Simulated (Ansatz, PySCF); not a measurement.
Reaction (SMILES): Cl[Si](Cl)(Cl)Cl [tetrachlorosilane] → Cl[Si](Cl)Cl + Cl atom (the Cl-Si bond at the site shown breaks; other sites are not compared here)
Each molecule is optimised on its own at B3LYP-D3(BJ)/def2-TZVP (Ansatz, a first-principles code). Frequencies are from Ansatz or PySCF.
Geometry of the first species:
```
Si
Cl 1 2.0325
Cl 1 2.0325 2 109.47
Cl 1 2.0325 2 109.47 3 120.00
Cl 1 2.0325 2 109.47 3 -120.00
```

Property: bond dissociation energy (0 K, with B3LYP-D3(BJ) harmonic zero-point energies), in kcal/mol. Valence correlation only, unless marked. UHF or UKS for open shells. Spin-orbit coupling is left out. No relativistic terms. Basis-set limits of correlation are two-point, X^-3; Hartree-Fock from the larger set. The bracket is a focal-point correction in the basis named.

```tsv
level	program	bond dissociation energy (kcal/mol)
HF/cc-pV(Q+d)Z	Ansatz	80.7
SVWN5/def2-TZVPD	Ansatz	120.1
```

Task: Predict the RI-MP2/CBS(cc-pV(T+d)Z,cc-pV(Q+d)Z)+[CCSD(T)-MP2]/cc-pV(T+d)Z result (Ansatz).

Result: 111.0 kcal/mol, so SVWN5/def2-TZVPD differs from it by 9.1 kcal/mol.
